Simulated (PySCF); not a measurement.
**Diatomics of Ru with the halogens**

PBE0 with triple-zeta basis sets in PySCF, for the lowest determinant that a PBE0 search found; no spin–orbit coupling. De refers to high-spin ground-configuration atoms. A positive dipole means M(−)Ru(+).

```tsv
M	basis	state (unpaired electrons)	Re (Å)	ωe (cm⁻¹)	De (eV)	μ (D)
F	def2-TZVPP	quartet (σ ↑, π ↑, δ ↑)	1.896	568	3.98	4.38
Cl	def2-TZVPP	quartet (π ↑↑, δ ↑)	2.213	361	3.51	4.64
I	def2-TZVPP	quartet (σ ↑, π ↑, δ ↑)	2.553	214	2.81	4.60
```

The shortest bond is that of RuF (1.896 Å), the longest that of RuI (2.553 Å). RuF is bound most strongly (3.98 eV) and RuI least (2.81 eV).

The state changes along the series, so neighbouring rows are not always alike in their bonding.

The metal atom is held in its measured ground configuration; semilocal functionals can put another filling of s and d lower by some tenths of an eV, and De to that atom would be smaller. These are scalar-relativistic numbers at best; spin–orbit coupling would shift them, the dissociation energy most. The state is the lowest single determinant that the PBE0 search found; with open d or f shells the true ground state can be another one.
